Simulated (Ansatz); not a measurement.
Start from `[NH2][ZnH]` and change one atom or group to get `[CH3][Zn][NH2]`.

Ansatz, PBE0-D4/def2-TZVP geometries, multiplicity 1. Each molecule was computed in one conformer, which needn't be the lowest.

Scalar relativity is left out up to krypton.

```json
{"property": "size of the dipole moment (B3LYP/def2-TZVPP) / D", "`[NH2][ZnH]`": "0.91"}
{"property": "size of the dipole moment (PBE/def2-TZVPP) / D", "`[NH2][ZnH]`": "0.92"}
{"property": "HOMO–LUMO gap (PBE0/def2-TZVPP) / eV", "`[NH2][ZnH]`": "6.50"}
{"property": "size of the dipole moment (ωB97M-V/def2-TZVPP) / D", "`[NH2][ZnH]`": "0.92"}
{"property": "HOMO energy (B3LYP/def2-TZVPP) / eV", "`[NH2][ZnH]`": "-6.55"}
{"property": "HOMO energy (ωB97M-V/def2-TZVPP) / eV", "`[NH2][ZnH]`": "-9.15"}
```

Question: What does the change do to each property? (Estimate.)

Answer: The calculation gave: 
```tsv
property	`[CH3][Zn][NH2]`	shift
size of the dipole moment (B3LYP/def2-TZVPP) / D	0.80	-0.11
size of the dipole moment (PBE/def2-TZVPP) / D	0.74	-0.18
HOMO–LUMO gap (PBE0/def2-TZVPP) / eV	6.61	0.11
size of the dipole moment (ωB97M-V/def2-TZVPP) / D	0.83	-0.09
HOMO energy (B3LYP/def2-TZVPP) / eV	-6.36	0.19
HOMO energy (ωB97M-V/def2-TZVPP) / eV	-8.99	0.16
```

With PBE0 the HOMO rises by 0.18 eV and the LUMO rises by 0.29 eV, so the gap widens by about 0.11 eV. PBE moves the HOMO by 0.19 eV and ωB97M-V by 0.16 eV. Dipoles are sizes alone; their direction can turn.

B3LYP here is the variant with VWN-RPA as its local correlation; programs differ in this.
